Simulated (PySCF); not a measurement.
**Cl⁺: ionisation energy**

Cl⁺ [Ne] 3s2 3p4 (3P) → Cl²⁺ [Ne] 3s2 3p3 (4S), as a difference of total energies. All numbers are calculated (PySCF 2.14, the non-relativistic Hamiltonian (point nucleus), in aug-cc-pV(Q+d)Z). Correlated levels: valence: [Ne] frozen. The calculations carry no spin-orbit coupling.

```
           method  ionisation energy (eV)  plus first-order spin-orbit estimate  error of that sum (eV)
              UHF                  22.597                                22.636                  -1.178
    MP2 (valence)                  23.496                                23.535                  -0.279
SCS-MP2 (valence)                  23.604                                23.643                  -0.171
   CCSD (valence)                  23.615                                23.654                  -0.160
CCSD(T) (valence)                  23.652                                23.691                  -0.123
```

Reference: 23.814 eV (measured; NIST Atomic Spectra Database, ionization energies).

A first-order spin-orbit estimate (lowest level to lowest level, LS coupling) adds 0.039 eV.

Errors of the correlated levels include the incompleteness of this basis and the frozen core.
